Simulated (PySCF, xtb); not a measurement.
methoxycyclobutane (C5H10O), SMILES COC1CCC1.

GFN2-xTB (xtb) at its own geometry gives an orbital gap of 11.38 eV and a dipole moment of 1.37 D.

Geometry: B3LYP-D3(BJ)/def2-SVP. One conformer was computed; it need not be the lowest.

### Question
What does PBE/def2-TZVP (PySCF) give? (An estimate is asked for; the answer gives what the named calculation found.)

### Answer
gap 6.16 eV (levels -5.68 and 0.47 eV), dipole 1.01 D.
